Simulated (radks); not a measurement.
Values are calculated unless marked as measured or tabulated.
Fe IV, 23 electrons, occupied as [Ar] 3d5. Level of theory: scalar-relativistic Kohn-Sham, BP86, spin-polarised, spherical densities, point nucleus; open shells are filled with parallel spins first (a radial shooting solver on a logarithmic mesh with Libxc functionals).

Local quantities along the radius. ELF = 1/(1 + alpha^2) is the electron localisation function; alpha = (tau - tau_W)/tau_unif compares the Pauli kinetic energy density with that of the uniform gas (summed over spins); -r V(r) is the screened charge that the Kohn-Sham potential of spin up presents (atomic units); s = |grad rho|/(2 (3 pi^2)^(1/3) rho^(4/3)) is the reduced gradient. tau is taken from the large components.

r (bohr)    ELF    alpha  -r V(r)       s
0.002183  1.000  0.01612    25.84  0.4867
0.002775  1.000  0.01640    25.78  0.4675
0.003528  1.000  0.01696    25.71  0.4545
0.004485  1.000  0.01789    25.62  0.4470
0.005701  1.000  0.01929    25.50  0.4444
0.007247  1.000  0.02138    25.36  0.4469
0.009213  0.999  0.02449    25.17  0.4545
0.01171   0.999  0.02922    24.94  0.4680
0.01501   0.999  0.03699    24.63  0.4893
0.01908   0.998  0.04958    24.26  0.5189
0.02426   0.995  0.07192    23.81  0.5596
0.03083   0.987   0.1149    23.25  0.6140
0.0392    0.960   0.2047    22.59  0.6821
0.04983   0.859   0.4052    21.80  0.7535
0.06335   0.591   0.8326    20.88  0.7829
0.08053   0.325    1.443    19.80  0.6756
0.1024    0.297    1.539    18.59  0.4354
0.1301    0.503   0.9942    17.29  0.2970
0.1654    0.743   0.5885    15.87  0.3403
0.2103    0.826   0.4587    14.34  0.4837
0.2674    0.741   0.5912    12.75  0.6836
0.3399    0.352    1.357    11.14  0.8093
0.4321    0.183    2.115    9.544  0.4673
0.5493    0.488    1.024    8.117  0.2145
0.7039    0.774   0.5398    6.675  0.3513
0.8948    0.796   0.5068    5.489  0.5752
1.138     0.680   0.6854    4.634  0.8800
1.446     0.416    1.184    4.082   1.356
1.838     0.150    2.376    3.721   2.187
2.337     0.034    5.354    3.451   3.860
2.971     0.005    14.79    3.250   7.880
3.777     0.000    57.85    3.237   19.63

On this mesh the ELF has minima near r = 0.091, 0.43 bohr, which separate the shells, and maxima near 0.21 (0.83), 0.79 (0.80).

Self-consistent cycle (total energy in hartree, residual of the potential): 1: -1267.245340, 7e+00; 2: -1269.897436, 3e+00; 3: -1270.921727, 4e-01; 4: -1270.929155, 4e-01; 5: -1270.949703, 1e-02; 6: -1270.949738, 9e-04; 7: -1270.949738, 3e-04; 8: -1270.949738, 1e-05; 9: -1270.949738, 6e-06; 10: -1270.949738, 3e-06; 11: -1270.949738, 8e-07; 12: -1270.949738, 6e-08; 13: -1270.949738, 2e-08; 14: -1270.949738, 3e-09.
